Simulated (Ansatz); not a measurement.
C9H8FNS, SMILES Cn1cccc1-c1sccc1F. Atoms are numbered in the order given.

```xyz
20

C     -1.5824    -1.3872     1.6024
N     -1.8247    -0.3445     0.6382
C     -3.0529     0.2035     0.3952
C     -2.9205     1.1883    -0.5620
C     -1.5545     1.2366    -0.9173
C     -0.8885     0.2750    -0.1653
C      0.5279    -0.0300    -0.1728
S      1.2092    -1.6131     0.0698
C      2.8125    -1.0600    -0.1944
C      2.8504     0.2773    -0.4808
C      1.5534     0.8456    -0.4668
F      1.3508     2.1336    -0.7199
H     -1.4356    -2.3682     1.1224
H     -0.6930    -1.1583     2.2064
H     -2.4481    -1.4564     2.2735
H     -3.9308    -0.1529     0.9301
H     -3.7239     1.8039    -0.9607
H     -1.0811     1.8924    -1.6435
H      3.6474    -1.7536    -0.1105
H      3.7552     0.8506    -0.6816
```

Coordinates come from a PBE0-D3(BJ)/def2-SVP optimisation. This is a generated structure with no PubChem entry under its InChIKey; it may be hypothetical. One conformer was computed; it need not be the lowest.

Two levels are set side by side: PBE-D3(BJ)/def2-SVP (Ansatz, a program for electronic structure) and PBE0-D3(BJ)/def2-SVP (Ansatz). Each level has its own optimised geometry; the coordinates shown are those of the second. Differences are taken from unrounded values.

```tsv
quantity	PBE0-D3(BJ)	PBE-D3(BJ)	PBE-D3(BJ) minus PBE0-D3(BJ)
mean bond length (Å)	1.310	1.320	0.010
bond C1–N2 (Å)	1.441	1.449	0.008
bond N2–C3 (Å)	1.367	1.378	0.012
bond N2–C6 (Å)	1.380	1.395	0.014
bond C3–C4 (Å)	1.380	1.391	0.012
bond C4–C5 (Å)	1.412	1.418	0.006
bond C5–C6 (Å)	1.391	1.406	0.016
bond C6–C7 (Å)	1.449	1.450	0.001
bond C7–S8 (Å)	1.740	1.760	0.019
bond C7–C11 (Å)	1.380	1.397	0.017
bond S8–C9 (Å)	1.717	1.733	0.016
bond C9–C10 (Å)	1.368	1.380	0.012
bond C10–C11 (Å)	1.416	1.421	0.005
bond C11–F12 (Å)	1.328	1.344	0.016
bond C1–H13 (Å)	1.102	1.111	0.009
bond C1–H14 (Å)	1.099	1.108	0.009
bond C1–H15 (Å)	1.098	1.106	0.008
```

GGA bonds tend to be longer and softer than those of functionals with exact exchange. Differences between two approximate levels are no errors against the true value.
